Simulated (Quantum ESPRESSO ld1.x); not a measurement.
Input file for ld1.x (Quantum ESPRESSO 7.5):

```
 &input
    zed=76.0,
    iswitch=1,
    rel=1,
    dft='RXC-VWN',
    config='[Ar] 3d10 4s1 4p0 5s0',
    verbosity='high',
    prefix='ld1',
    max_out_wfc=37,
    file_charge='ld1.rho',
 /
```

Command: `OMP_NUM_THREADS=1 ld1.x < ld1.in > ld1.out`

It prints (banner and zero overlaps left out):

```
     Program LD1 v.7.5 starts

     --------------------------- All-electron run ----------------------------

     scalar relativistic calculation

     atomic number is 76.00
     dft =RXC-VWN   lsd =0 sic =0 latt =0  beta=0.20 tr2=1.0E-14
     Exchange-correlation= RXC-VWN
                           (   3   2   0   0   0   0   0)
     mesh =2117 r(mesh) =  99.21276 a.u. xmin = -8.00 dx = 0.00800
     1 Ry =  13.60569312 eV, c = 137.03599908

     n l     nl                  e(Ry)          e(Ha)          e(eV)
     1 0     1S 1( 2.00)   -5573.081260109   -2786.540630054 -75825.6333745
     2 0     2S 1( 2.00)   -1117.051413228    -558.525706614 -15198.2587310
     2 1     2P 1( 6.00)    -997.355729724    -498.677864862 -13569.7159931
     3 0     3S 1( 2.00)    -386.611775198    -193.305887599  -5260.1211711
     3 1     3P 1( 6.00)    -351.181215479    -175.590607739  -4778.0638484
     3 2     3D 1(10.00)    -313.075266925    -156.537633463  -4259.6060062
     4 0     4S 1( 1.00)    -190.644440011     -95.322220005  -2593.8497464
     4 1     4P 1( 0.00)    -177.057370718     -88.528685359  -2408.9882512
     5 0     5S 1( 0.00)    -113.535437263     -56.767718631  -1544.7283180

     final scf error:  6.2E-15 reached in  21 iterations

     Etot =  -31278.130989 Ry,  -15639.065494 Ha, -425560.651697 eV

     Ekin =   34841.132762 Ry,   17420.566381 Ha,  474037.760421 eV
     Encl =  -71527.612438 Ry,  -35763.806219 Ha, -973182.744649 eV
     Eh   =    5816.534023 Ry,    2908.267011 Ha,   79137.976950 eV
     Exc  =    -408.185336 Ry,    -204.092668 Ha,   -5553.644419 eV
```

Run on one thread of a shared host, so times are rough (Intel(R) Xeon(R) Processor @ 2.60GHz): 0.62 s of CPU time, 1.2 s wall, 21 iterations on 2117 mesh points.
